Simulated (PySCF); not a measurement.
Ligand exchange on a metal centre used in film growth or etching (Ta F-OH). All species are isolated molecules in the gas phase. One relaxed conformer stands for each flexible species; it need not be the lowest.

The LUMO from two functionals at the same geometries (r2SCAN-D4/def2-SVP), both in PySCF: PBE-D3(BJ)/def2-TZVP and TPSSh-D3(BJ)/def2-TZVP. 

| species | PBE-D3(BJ)/def2-TZVP (eV) |
|---|---|
| 1 of 5 F replaced by OH | -2.62 |
| 2 of 5 F replaced by OH ([Ta(F)3(OH)2]) | -2.53 |
| 3 of 5 F replaced by OH ([Ta(F)2(OH)3]) | -2.25 |
| 4 of 5 F replaced by OH | -1.88 |
| 5 of 5 F replaced by OH | -1.72 |

### Question
What does TPSSh-D3(BJ)/def2-TZVP give for each?

### Answer

- 1 of 5 F replaced by OH: -2.24
- 2 of 5 F replaced by OH ([Ta(F)3(OH)2]): -2.12
- 3 of 5 F replaced by OH ([Ta(F)2(OH)3]): -1.84
- 4 of 5 F replaced by OH: -1.46
- 5 of 5 F replaced by OH: -1.29
Over these rows, drawn at random from the members with no instability flagged (it was tested for open shells, ions and some series alone), PBE minus TPSSh-D3(BJ): mean -0.41 eV, from -0.43 eV to -0.38 eV.
